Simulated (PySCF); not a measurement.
## Excitation energy of O by level of theory

O [He] 2s2 2p4 (3P) → O [He] 2s2 2p3 3s1 (5S), as a difference of total energies. Computed with PySCF 2.14 in aug-cc-pCVTZ-DK with one added diffuse shell each of s, p, d, f type (8s7p5d3f, 75 functions), with the spin-free X2C one-electron Hamiltonian (Gaussian nucleus). Correlated levels: valence: 1s2 frozen; valence and next inner shell: nothing frozen. The calculations carry no spin-orbit coupling.

| method | excitation energy (eV) | error (eV) |
| --- | --- | --- |
| UHF | 7.750 | -1.386 |
| LDA | 9.356 | +0.220 |
| PBE | 9.420 | +0.284 |
| PBE0 | 9.268 | +0.132 |
| r2SCAN | 9.288 | +0.152 |
| CAM-B3LYP | 9.563 | +0.427 |
| TPSSh | 9.494 | +0.358 |
| wB97X-V | 9.471 | +0.335 |
| B97-3 | 9.514 | +0.378 |
| MP2 (valence) | 8.908 | -0.228 |
| SCS-MP2 (valence) | 9.059 | -0.077 |
| MP2 (valence and next inner shell) | 8.924 | -0.212 |
| SCS-MP2 (valence and next inner shell) | 9.065 | -0.071 |

Reference: 9.136 eV (measured; NIST levels, between the centres of gravity of the two terms).

Errors of the correlated levels include the incompleteness of this basis and the frozen core.
